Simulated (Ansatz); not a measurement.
Reaction (atomization): `C=C[Si](O)(Cl)O[SiH3]` → 2 C• + Cl• + 7 H• + 2 O• + 2 Si•

Gas-phase electronic energies from Ansatz, PBE0-D4/def2-TZVP geometries. CBS: MP2 limit from def2 TZ/QZ plus the TZ coupled-cluster correction, frozen cores. This one scheme is used for every species, atoms too. Functionals use def2-TZVPP. B3LYP here is the variant with VWN-RPA as its local correlation; programs differ in this. No spin–orbit coupling; open shells (•) take unrestricted orbitals. Spin–orbit coupling would lower the free atoms: a little for C, Cl, O, Si. One conformer a species, not always the lowest.

```json
{"level": "PBE0-D4", "ΔE (kJ/mol)": "5462.7", "difference from CCSD(T)/CBS": "-50.3"}
{"level": "B3LYP-D4", "ΔE (kJ/mol)": "5474.6", "difference from CCSD(T)/CBS": "-38.4"}
{"level": "PBE", "ΔE (kJ/mol)": "5504.0", "difference from CCSD(T)/CBS": "-9.0"}
{"level": "PBE0", "ΔE (kJ/mol)": "5427.7", "difference from CCSD(T)/CBS": "-85.3"}
{"level": "B3LYP", "ΔE (kJ/mol)": "5409.5", "difference from CCSD(T)/CBS": "-103.5"}
{"level": "HF/def2-TZVPP", "ΔE (kJ/mol)": "4076.4", "difference from CCSD(T)/CBS": "-1436.6"}
{"level": "MP2/def2-TZVPP", "ΔE (kJ/mol)": "5472.8", "difference from CCSD(T)/CBS": "-40.2"}
{"level": "CCSD/def2-TZVPP", "ΔE (kJ/mol)": "5275.4", "difference from CCSD(T)/CBS": "-237.6"}
{"level": "HF/def2-QZVPP", "ΔE (kJ/mol)": "4088.6", "difference from CCSD(T)/CBS": "-1424.4"}
{"level": "CCSD/CBS(def2)", "ΔE (kJ/mol)": "5432.5", "difference from CCSD(T)/CBS": "-80.5"}
{"level": "CCSD(T)/CBS", "ΔE (kJ/mol)": "5513.0", "difference from CCSD(T)/CBS": "0"}
```

Largest T1 diagnostic among the species: 0.012.

From PBE to PBE0 (25 % exact exchange), in def2-TZVPP and without D4, ΔE moves by −76.3 kJ/mol: exact exchange takes away binding that semilocal exchange gives to molecules. In def2-TZVPP, CCSD(T) changes the Hartree–Fock value by +1279.4 kJ/mol (the triples alone add +80.4 kJ/mol) and MP2 by +1396.5 kJ/mol; breaking electron pairs costs correlation energy, which Hartree–Fock lacks.

For atomizations the MP2-based limit and the directly extrapolated one differ by several kJ/mol either way, and by 10 to 25 for some Ge, Se and Sn compounds, so smaller differences from it don't rank the levels.
